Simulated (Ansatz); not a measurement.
`C=C=C([SiH3])BF`. The species carries charge 0 and has multiplicity 1. The structure was optimised at the PBE0-D4/def2-TZVP level. It is one conformer, not always the lowest.

```xyz
12

C     2.165   -0.350   -0.913
C     0.994   -0.047   -0.444
C    -0.187    0.263    0.028
Si   -1.255   -1.064    0.810
B    -0.636    1.734   -0.092
F    -1.829    2.079    0.376
H     2.288   -0.663   -1.944
H     3.047   -0.296   -0.285
H    -0.534   -2.360    0.765
H    -1.553   -0.706    2.220
H    -2.538   -1.180    0.070
H     0.038    2.590   -0.589
```

(1) What is the dipole moment at B3LYP/def2-TZVPP? (Estimate.)

(2) And with PBE, r2SCAN, ωB97M-V? (Estimate.)

(3) Give the Mulliken charges with B3LYP, ωB97M-V, PBE in def2-TZVPP. (An estimate is asked.)

## Answers

(1) Ansatz gave: 1.87 D, with components (1.59, -0.82, -0.54) D in this frame, pointing from negative to positive charge.

(2) Ansatz gave: PBE 1.77 D, r2SCAN 1.85 D, ωB97M-V 1.86 D.

(3) Ansatz gave: 
```json
{"atom": "C1", "B3LYP": "-0.25", "ωB97M-V": "-0.22", "PBE": "-0.23"}
{"atom": "C2", "B3LYP": "0.11", "ωB97M-V": "0.05", "PBE": "0.10"}
{"atom": "C3", "B3LYP": "-0.21", "ωB97M-V": "-0.20", "PBE": "-0.14"}
{"atom": "Si4", "B3LYP": "0.28", "ωB97M-V": "0.19", "PBE": "0.20"}
{"atom": "B5", "B3LYP": "0.23", "ωB97M-V": "0.19", "PBE": "0.20"}
{"atom": "F6", "B3LYP": "-0.24", "ωB97M-V": "-0.23", "PBE": "-0.19"}
{"atom": "H7", "B3LYP": "0.13", "ωB97M-V": "0.12", "PBE": "0.12"}
{"atom": "H8", "B3LYP": "0.13", "ωB97M-V": "0.12", "PBE": "0.12"}
{"atom": "H9", "B3LYP": "-0.06", "ωB97M-V": "-0.02", "PBE": "-0.05"}
{"atom": "H10", "B3LYP": "-0.06", "ωB97M-V": "-0.02", "PBE": "-0.05"}
{"atom": "H11", "B3LYP": "-0.06", "ωB97M-V": "-0.02", "PBE": "-0.05"}
{"atom": "H12", "B3LYP": "0.00", "ωB97M-V": "0.04", "PBE": "-0.02"}
```

B3LYP here is the variant with VWN-RPA as its local correlation; programs differ in this.
